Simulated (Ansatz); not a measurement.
System: SnI, charge 0, doublet. SnI (SMILES [Sn][I], doublet).
B3LYP-D3(BJ)/def2-TZVP minimum from Ansatz (an electronic-structure program):
```
Sn
I 1 2.7470
```
Charge 0, spin multiplicity 2.

Quantity: atomisation energy (electronic, to ground-state atoms), in kJ/mol. UHF or UKS for unpaired electrons; spin-orbit terms are left out. Correlated methods leave the cores frozen (noble-gas shells, and filled d and f shells in the p block). Past Kr the def2 sets carry scalar-relativistic core potentials. CBS(X,Y): correlation extrapolated as X^-3, Hartree-Fock from the larger set. A bracket is a step between two methods taken in the basis named. Spin-orbit terms, left out, reach several kcal/mol for Br and I, and more for heavier atoms. The spin of ISn ([Sn][I], doublet) was assumed, and the state is the lowest solution found for it.

CCSD(T)/CBS(def2-TZVPP,def2-QZVPP) + [CCSDT(Q) - CCSD(T)]/def2-QZVPP + [CCSDTQ - CCSDT(Q)]/def2-SVP (Ansatz) gives 294.8 kJ/mol.

Problem. What does PBE/def2-TZVPD (Ansatz) give here, and how do the other levels compare?

Solution. PBE gives 311.4 kJ/mol, 16.6 kJ/mol above it. Differences of the others: r2SCAN/def2-TZVPD (Ansatz) 8.5; PBE0/def2-TZVPD (Ansatz) 2.5; wB97M-V/def2-TZVPD (Ansatz) -10.4; B2PLYP/def2-TZVPD (Ansatz) -8.3; CCSD(T)/CBS(def2-TZVPP,def2-QZVPP) (Ansatz) -0.8 kJ/mol.
